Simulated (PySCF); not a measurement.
PySCF calculation with PBE0/pcSseg-1 with gauge-including orbitals and structure optimised with GFN2-xTB; a single conformation, no solvent model, relativity neglected, averaged over atoms made equivalent by symmetry, fast rotation or ring inversion.

δ = σ(ref) − σ, references computed at the same level: ¹H, ¹³C vs TMS. Shifts are as computed. Against solution values, carbons near 30 ppm lie about +3 ppm off and those near 130 ppm about +5 ppm; carbons on Cl a further +6 ppm. Of 1211 compounds with measured shifts, 218 miss one by over three times the rms of a fit or turn the order of signals round; such compounds aren't used in these exercises. Carbons bonded to Cl come out too deshielded.

**Question.** Order these molecules by the shift of their most shielded carbon, lowest δ first.
A. C=C[C@@H]1C[C@@H]2C=C[C@@]1(C)C2
B. C=CC/C=C(\C)C(Cl)Cl
C. [SiH3]n1cpcn1
D. C=P
E. P#Cc1ccoc1

**Answer.** B (12.2 ppm, allylic methyl carbon), A (19.3 ppm, methyl carbon), E (121.7 ppm, substituted aromatic carbon), C (170.8 ppm, aromatic CH next to a ring nitrogen), D (197.5 ppm, carbon double-bonded to a heavier main-group atom).

**Question.** Order these molecules by the shift of their most shielded carbon-bound hydrogen, lowest δ first.
A. C=C[C@@H]1C[C@@H]2C=C[C@@]1(C)C2
B. C=CC/C=C(\C)C(Cl)Cl
C. P#Cc1ccoc1
D. C=P

**Answer.** A (1.03 ppm, hydrogen on an sp3 CH2 in a ring), B (2.16 ppm, hydrogen on an allylic methyl carbon), C (6.87 ppm, hydrogen on an aromatic CH), D (8.98 ppm, hydrogen on a carbon double-bonded to a heavier main-group atom).

**Question.** How many ¹³C and ¹H signals does each give (equivalence by symmetry and fast rotation, but not about amide C–N or C=N bonds)? `P#Cc1ccoc1`, `C=CC/C=C(\C)C(Cl)Cl`, `C=C[C@@H]1C[C@@H]2C=C[C@@]1(C)C2`, `C=P`, `[SiH3]n1cpcn1`

**Answer.** P#Cc1ccoc1: 5 C, 3 H; C=CC/C=C(\C)C(Cl)Cl: 7 C, 7 H; C=C[C@@H]1C[C@@H]2C=C[C@@]1(C)C2: 10 C, 12 H; C=P: 1 C, 3 H; [SiH3]n1cpcn1: 2 C, 3 H.
